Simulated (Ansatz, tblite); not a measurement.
Forces on the cluster AlB₁₂⁻ at its PBE-D4/def2-SVP geometry. Charge -1, multiplicity 1.

The xTB rows come from tblite. Another isomer (triplet) lies 0.61 eV lower at PBE0-D4/def2-TZVPD; other spin states weren't run for this one.

GFN1-xTB (tblite), largest force 3.26 eV/Å:

```xyz
13
positions Å, forces eV/Å
Al   -1.082   -0.553    1.233   -2.026   -1.057    2.324
B     1.094   -0.740   -1.440    0.315    1.365   -1.060
B     1.095   -1.400    0.198   -0.664   -1.098    1.316
B     1.292   -0.294    1.378    0.276   -0.770    0.030
B     1.143    1.212    0.480    0.544    0.416   -1.343
B    -0.467   -0.347   -1.633    0.989    0.847   -0.759
B    -1.283    1.722   -0.292    0.107   -0.578    0.345
B    -0.260    1.954    0.892    0.264    0.028   -1.497
B    -1.792    0.472   -1.117    1.179    0.913   -0.298
B    -0.247   -1.784   -0.642    0.511   -0.542    0.338
B    -1.736   -1.147   -0.701   -1.592   -1.109   -0.068
B     1.920    0.059   -0.356    0.181    1.235   -1.236
B     0.323    0.846    2.000   -0.085    0.349    1.907
```

GFN2-xTB (tblite), largest force 1.75 eV/Å:

```
Al -0.551 0.089 0.354
B -0.696 1.328 0.419
B -0.458 -0.401 0.645
B -0.082 -0.381 -0.771
B 0.376 -0.368 -0.095
B 0.432 -0.313 -0.020
B 0.033 -0.704 0.494
B 0.136 -0.604 -1.634
B 1.554 0.767 0.225
B 0.718 0.393 0.278
B 0.256 0.051 0.682
B -1.318 0.726 -0.398
B -0.400 -0.584 -0.179
```

PBE-D4/def2-TZVPD (Ansatz), largest force 0.38 eV/Å:

```
Al -0.012 -0.063 0.055
B -0.126 0.223 0.274
B -0.147 0.139 0.010
B -0.215 0.084 -0.166
B -0.049 -0.130 0.013
B 0.036 -0.045 0.126
B 0.066 -0.192 0.091
B 0.086 -0.290 -0.219
B 0.350 -0.035 0.127
B -0.022 0.270 0.086
B 0.279 0.101 -0.074
B -0.371 -0.014 -0.048
B 0.126 -0.047 -0.275
```
